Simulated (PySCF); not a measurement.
Magnetic susceptibility: `CC[N](CC)[Ga]([CH3])[CH3]`, C6H16GaN

Geometry:
```
atom   x (Å)   y (Å)   z (Å)
 Ga1   0.727   1.279   0.009
  C2   2.709   1.222   0.494
  H3   3.277   0.620  -0.221
  H4   2.868   0.796   1.488
  H5   3.123   2.233   0.487
  C6  -0.339   2.951  -0.477
  H7   0.318   3.824  -0.478
  H8  -1.144   3.136   0.239
  H9  -0.790   2.863  -1.469
 N10  -0.188  -0.333   0.001
 C11   0.423  -1.576   0.435
 C12   0.046  -1.955   1.870
 C13  -1.567  -0.438  -0.440
 C14  -1.691  -0.940  -1.883
 H15   1.513  -1.446   0.387
 H16   0.153  -2.398  -0.240
 H17   0.328  -1.145   2.544
 H18  -1.025  -2.118   1.960
 H19   0.562  -2.864   2.171
 H20  -2.139  -1.097   0.224
 H21  -2.011   0.564  -0.385
 H22  -1.105  -0.298  -2.540
 H23  -1.317  -1.957  -1.974
 H24  -2.731  -0.923  -2.201
```

Computed with PySCF, GIAO B3LYP/def2-SVP magnetisability, rotational g tensor and spin-rotation constants, non-relativistic, gas phase. Geometry: GFN2-xTB.

The calculation is non-relativistic, which matters for the atoms heavier than Zn.

(1) What are the magnetisability and the molar susceptibility?

(2) Split it along the inertial axes a, b, c into diamagnetic and paramagnetic parts about the centre of mass, with the quadrupole moment.

(3) And the rotational g tensor?

Answers

(1) Isotropic -1815 × 10⁻³⁰ J/T², or -109.3 × 10⁻⁶ cm³/mol; principal values -1920, -1779, -1748 × 10⁻³⁰ J/T², anisotropy 159 × 10⁻³⁰ J/T² (root of half the summed squared differences of the principal values). The susceptibility is in cgs units.

(2) 
| axis | χ (10⁻⁶ cm³/mol) | diamagnetic (10⁻⁶ cm³/mol) | paramagnetic (10⁻⁶ cm³/mol) | summed x² of all electrons (Å²) | quadrupole Θ (D Å) |
| --- | --- | --- | --- | --- | --- |
| a | -105.3 | -941.2 | 836.0 | 257.7 | +0.49 |
| b | -109.4 | -1302.8 | 1193.4 | 172.4 | -0.84 |
| c | -113.3 | -1824.7 | 1711.4 | 49.4 | +0.35 |

Anisotropies 2χaa − χbb − χcc = +12.2 and 2χbb − χaa − χcc = -0.2 × 10⁻⁶ cm³/mol. Θ is traceless in Buckingham's convention.

(3) 
```csv
axis,rotational constant (GHz),g,nuclear part,electronic part
a,1.6413,-0.0063,0.6383,-0.6446
b,1.0724,-0.0016,0.5996,-0.6012
c,0.7497,0.0000,0.6028,-0.6027
```
Asymmetric top; isotopes 12C, 69Ga, 1H, 14N; no vibrational averaging.
